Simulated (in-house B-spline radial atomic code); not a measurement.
## Ionising Au⁵⁺ with different functionals

Computed with a B-spline radial code for spherical atoms: scalar-relativistic (spin-free X2C) Hamiltonian, Fermi nucleus of rms radius 5.4371 fm, spin-polarised at highest spin, spherical fractional occupations for the functionals, the average over the highest-spin determinants for Hartree-Fock. The ionisation energy is the difference of two self-consistent energies, [Xe] 4f14 5d6 → [Xe] 4f14 5d5, without Breit or QED terms; ε is the level of the shell that loses the electron (its least bound occupied spin orbital). There is no spin-orbit coupling in this Hamiltonian.

Hybrids are left out here: with spherical fractional occupations of an open shell their exact exchange keeps a self-interaction that integer-occupation calculations don't have.

| method | rung | ΔSCF (eV) | -ε(5d) (eV) |
| --- | --- | --- | --- |
| Hartree-Fock | Hartree-Fock | 73.93 | 74.85 |
| LDA VWN5 | LDA | 76.34 | 68.72 |
| LDA PW92 | LDA | 76.34 | 68.72 |
| LDA exchange-only | LDA | 74.07 | 66.58 |
| PBE | GGA | 75.72 | 68.15 |
| PBEsol | GGA | ? | ? |
| BLYP | GGA | 75.83 | 68.18 |
| RPBE | GGA | ? | ? |
| PW91 | GGA | 75.86 | 68.28 |
| BP86 | GGA | 75.91 | 68.33 |
| AM05 | GGA | 75.84 | 68.27 |
| OLYP | GGA | 75.87 | 68.23 |
| TPSS | meta-GGA | 75.57 | 68.01 |
| SCAN | meta-GGA | 75.13 | 67.79 |
| r2SCAN | meta-GGA | 75.05 | 67.75 |
| revTPSS | meta-GGA | 75.53 | 67.98 |

Q: What does RPBE give?

A: ΔSCF 75.60 eV, and -ε(5d) = 68.03 eV.

Q: What does PBEsol give?

A: ΔSCF 75.76 eV, and -ε(5d) = 68.20 eV.

Q: How do they compare with the NIST value?

A: NIST lists 74 eV ± 2 (tabulated theory, ground level to ground level). Errors run from -0.07 to +2.34 eV; all lie within about twice that uncertainty, so the table can't rank the methods. Hartree-Fock also lacks correlation.
